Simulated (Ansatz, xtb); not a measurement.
## Relaxing a trial structure of C3H6BN

The starting geometry of this gas-phase singlet was built from a drawn formula by distance geometry and a force field; its bonds are those of `B[C@@H](N)C#C`.

```xyz
11

C    -0.9491    0.7541    0.0609
C    -2.2634    0.1380   -0.1206
C    -3.3519   -0.3808   -0.2261
B     0.1037   -0.3573    0.5188
N    -0.5379    1.3409   -1.2103
H    -0.1524   -1.4839    0.6254
H     1.2418   -0.0181    0.7191
H    -1.0300    1.5329    0.8142
H    -0.3854    0.6003   -1.9111
H     0.3787    1.8525   -1.0583
H    -4.3014   -0.8531   -0.3745
```

**Question.** Predict what becomes of its bonds when it is optimised with r2SCAN-D4/def2-SVP.

**Answer.** A new bond forms, giving a structure given below by its coordinates. Contacts that close: B4–N5 (2.51 → 1.60 Å).

The energy falls by 1.09 eV over 15 steps:

```
step  E − E(last) (eV)
   1             1.091
   3             0.881
   4             0.810
   6             0.613
   7             0.548
   9             0.333
  10             0.098
  12             0.002
  13             0.001
  15             0.000
```

Final geometry (Å):

```xyz
11

C    -1.0836    0.7094    0.2681
C    -2.3787    0.1710   -0.0196
C    -3.4752   -0.3038   -0.2546
B     0.2579   -0.1642    0.3008
N    -0.1545    0.7837   -0.9230
H     0.1751   -1.3366    0.0271
H     1.1860    0.2742    0.9385
H    -1.0963    1.6629    0.8097
H    -0.5306    0.3803   -1.7793
H     0.2914    1.6845   -1.0819
H    -4.4390   -0.7362   -0.4482
```

From the same start GFN2-xTB reaches the same bonding as this run.

No frequencies were run, so the end isn't proven a minimum. Run with Ansatz 0.2.0, 17 s on 2 threads of Intel(R) Xeon(R) 6975P-C (Granite Rapids), with other jobs on the host.
